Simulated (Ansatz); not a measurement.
Several settings on one geometry of BeMe(SiH3) (CH6BeSi) (that of the charge 0 singlet, r2SCAN-D4/def2-TZVP). Ansatz on 4 threads of Intel Xeon on a shared host; times are rough.

```csv
atom,x (Å),y (Å),z (Å)
Be1,0.0077,0.0076,0.2824
C2,-0.0024,-0.0163,1.9566
H3,-1.0028,-0.2132,2.3605
H4,0.3284,0.9336,2.3925
H5,0.6560,-0.7927,2.3642
Si6,0.0056,0.0200,-1.9098
H7,1.3305,0.3936,-2.4884
H8,-0.9849,0.9834,-2.4762
H9,-0.3381,-1.3160,-2.4818
```

Totals from different functionals, basis sets or treatments of relativity can't be compared as stabilities.

Correlated methods freeze 6 core orbitals.

Task: Give the basis size and estimate the energy, ⟨S²⟩, dipole and time of these runs.

| run | method | charge | state | further keys |
| --- | --- | --- | --- | --- |
| 1 | RKS PBE0-DH/6-31G | 0 | singlet | accuracy: high; forces asked |
| 2 | RKS PBE0/def2-mTZVPP | 0 | singlet | scf: {omitted_lower_state_checks: [starts]} |
| 3 | RKS ωPBEh/def2-SVP | 0 | singlet | scf: {omitted_lower_state_checks: [starts]}; forces asked |

Result: 
| run | functions | energy (Eh) | ⟨S²⟩ | dipole (D) | wall time |
| --- | --- | --- | --- | --- | --- |
| 1 | 43 | -345.6289 | – | 1.41 | 7 s |
| 2 | 87 | -345.7482 | – | – | 1.5 s |
| 3 | 71 | -345.6150 | – | 1.25 | 1.9 s |
